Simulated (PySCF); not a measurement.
Cl2Zr, SMILES [Cl][Zr][Cl], multiplicity 1.

Geometry optimised at PBE0-D3(BJ)/def2-TZVP. The spin state was assumed, not searched. The def2 effective core potentials stand for the cores of Zr; spin–orbit coupling is left out.

Calculation: PBE/def2-TZVPD (PySCF).

Symmetry labels are those of the subgroup C2v that the program uses (full group C2v).

Computed valence orbital energies around the gap with their symmetry:
```tsv
orbital	symmetry	energy (eV)
HOMO−7	B2	-20.27
HOMO−6	A1	-9.90
HOMO−5	B2	-9.40
HOMO−4	A2	-8.89
HOMO−3	A1	-8.83
HOMO−2	B1	-8.65
HOMO−1	B2	-8.50
HOMO	A1	-4.48
LUMO	B1	-4.28
LUMO+1	A1	-4.28
LUMO+2	A2	-3.39
LUMO+3	B2	-3.10
```
